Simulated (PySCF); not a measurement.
(3R)-1-fluoro-3-methylcyclobutene (C5H7F), SMILES FC1=C[C@H](C)C1. Geometry optimised at r2SCAN-D4/def2-SVP.

Question: Give the equilibrium geometry at r2SCAN-D4/def2-SVP (PySCF confirms it by a frequency run) as Cartesian coordinates in Å. (An estimate is asked for; the answer gives what the named calculation found.)

Answer: 
```xyz
13

C     -2.2262     0.1384     0.1985
C     -0.8273    -0.1409     0.7235
C      0.0538    -1.0717    -0.1066
C      0.9427    -0.0892    -0.3098
F      2.0998    -0.0221    -0.9576
C      0.2441     0.9830     0.4633
H     -2.7198     0.9359     0.7778
H     -2.8584    -0.7620     0.2616
H     -2.1911     0.4502    -0.8585
H     -0.8647    -0.4209     1.7930
H     -0.0291    -2.1191    -0.4030
H      0.7692     1.3565     1.3589
H     -0.1268     1.8402    -0.1244
```
Charge 0, spin multiplicity 1.
